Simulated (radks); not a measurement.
Task: The potassium ion K8+, 11 electrons, occupied as [Ne] 3s1. All-electron calculation, Dirac Kohn-Sham, PBE, spin-unpolarised, spherical densities, point nucleus. Program: a radial shooting solver on a logarithmic mesh with Libxc functionals. Some entries of the table are withheld. Estimate them.

orbital,occ.,eigenvalue (hartree),<r^2> (bohr^2)
1s1/2,2,-135.8594,(1)
2s1/2,2,(2),0.1739
2p1/2,2,(3),(4)
2p3/2,4,(5),(6)
3s1/2,1,(7),(8)

Result: 
(1) 1s1/2 <r^2> (bohr^2): 0.008827
(2) 2s1/2 eigenvalue (hartree): -19.00862
(3) 2p1/2 eigenvalue (hartree): -16.43612
(4) 2p1/2 <r^2> (bohr^2): 0.1458
(5) 2p3/2 eigenvalue (hartree): -16.32676
(6) 2p3/2 <r^2> (bohr^2): 0.1477
(7) 3s1/2 eigenvalue (hartree): -6.09425
(8) 3s1/2 <r^2> (bohr^2): 1.271
